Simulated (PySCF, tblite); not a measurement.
Compound: C₃H₁₃B₂NO.
Geometry (GFN2-xTB, Å), atoms numbered from 1 in this order:
```xyz
20
C3H13B2NO angstrom
C     -3.2483   -0.2683    0.8745
C     -1.8112    0.1632    0.5807
B     -1.2759   -0.0640   -0.8774
C      0.2141    0.3216   -1.2282
O      0.9700    0.8409   -0.1497
B      2.3671    0.8869   -0.2223
N      2.8848   -0.7132    0.4665
H     -3.3689   -1.3369    0.7079
H     -3.9453    0.2548    0.2237
H     -3.5200   -0.0528    1.9070
H     -1.1357   -0.3242    1.2906
H     -1.7013    1.2287    0.8069
H     -1.9428   -0.5085   -1.7335
H      0.1913    1.0746   -2.0380
H      0.7342   -0.5384   -1.6868
H      2.8258    1.6303    0.5779
H      2.8845    0.8555   -1.2977
H      2.4063   -0.7771    1.3554
H      3.8880   -0.7367    0.5901
H      2.5784   -1.4542   -0.1504
```

Jobs on this species (20 atoms, 56 electrons) with PySCF (density fitting) and tblite. Hardware of each: one thread of an Intel Xeon 6975P-C, shared host. Other jobs ran on the host; a repeat could differ by tens of per cent or more.

```
level and settings                                                                                                  work  basis functions  SCF cycles  wall time
 wB97X-D/def2-SVPD  8 singlets by full TDDFT, 3 Tamm–Dancoff triplets, polarisability, density and orbital grids written              247           ?          ?
          GFN2-xTB                                                                                     L-BFGS relaxation                –           –     0.95 s
     PBE0/pcSseg-1                                                               shieldings, charges and field gradients              184          14       23 s
```

Task: Fill in the missing figures.

Result: 
- wB97X-D/def2-SVPD; 8 singlets by full TDDFT, 3 Tamm–Dancoff triplets, polarisability, density and orbital grids written: 48 s, 14 SCF cycles

Task: What do all jobs in the table cost together?

Result: About 72 s; the longest takes about 67 % of that, and about 51 times as long as the shortest.
